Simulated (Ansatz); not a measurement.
Consider the redistribution: `CB([SiH3])BS` + `C[O][AlH][CH2]F` → `C[O][AlH][BH]S` + `CB([SiH3])CF`.

Isolated molecules relaxed with PBE0-D4/def2-TZVP in Ansatz; ΔE leaves out vibrations. CBS: MP2 limit from def2 TZ/QZ plus the TZ coupled-cluster correction, frozen cores. DFT in def2-TZVPP. B3LYP here is the variant with VWN-RPA as its local correlation; programs differ in this. Each species was taken in one conformer, which may not be the lowest.

`CB([SiH3])BS`:

```xyz
13

C    -1.501    0.818   -0.021
B    -0.183    0.019    0.241
Si    0.151   -1.657   -0.853
B     0.977    0.462    1.324
S     2.307    1.587    0.968
H    -1.209    1.544   -0.799
H    -1.861    1.410    0.823
H    -2.323    0.242   -0.451
H    -0.424   -1.542   -2.225
H    -0.566   -2.770   -0.160
H     1.581   -2.049   -0.979
H     1.037    0.018    2.436
H     2.013    1.917   -0.304
```

`C[O][AlH][CH2]F`:

```xyz
11

C    -0.174    0.371   -1.932
O    -1.007   -0.145   -0.933
Al   -0.924   -0.483    0.708
C     0.734   -0.130    1.735
F     1.740    0.407    0.920
H    -0.624    1.270   -2.365
H    -0.056   -0.364   -2.735
H     0.820    0.630   -1.552
H    -2.211   -1.089    1.395
H     0.567    0.574    2.561
H     1.135   -1.041    2.198
```

`C[O][AlH][BH]S`:

Z-matrix (Å, degrees):
```
C
O 1 1.395
H 1 1.099 2 112.8
H 1 1.096 2 110.3 3 120.8
H 1 1.095 2 110.2 3 -120.5
Al 2 1.693 1 135.0 3 -3.4
B 6 2.122 2 118.7 1 -5.0
H 6 1.584 2 114.4 1 177.3
S 7 1.767 6 123.7 2 -47.1
H 7 1.198 6 125.8 2 134.1
H 9 1.347 7 101.8 6 1.5
```

`CB([SiH3])CF`:

Z-matrix (Å, degrees):
```
C
B 1 1.560
H 1 1.093 2 115.5
H 1 1.097 2 109.6 3 -122.9
H 1 1.097 2 109.8 3 123.2
Si 2 2.026 1 122.6 3 -179.5
C 2 1.558 1 118.2 3 0.5
H 6 1.490 2 110.2 1 119.7
H 6 1.490 2 110.4 1 -121.1
H 6 1.491 2 112.2 1 -0.6
F 7 1.390 2 115.7 1 179.9
H 7 1.101 2 109.6 1 57.6
H 7 1.101 2 109.6 1 -57.9
```

| level | ΔE (kJ/mol) | difference from CCSD(T)/CBS |
| --- | --- | --- |
| PBE-D4 | -6.1 | 2.6 |
| r2SCAN-D4 | -5.1 | 3.6 |
| B3LYP-D4 | -3.5 | 5.2 |
| ωB97X-V | -8.5 | 0.2 |
| ωB97M-V | -7.4 | 1.3 |
| PBE | -6.1 | 2.6 |
| B3LYP | -3.6 | 5.1 |
| HF/def2-TZVPP | -9.9 | -1.2 |
| CCSD(T)/def2-TZVPP | -10.1 | -1.4 |
| MP2/def2-QZVPP | -6.1 | 2.6 |
| CCSD(T)/CBS | -8.7 | 0 |

Largest T1 diagnostic among the species: 0.015.
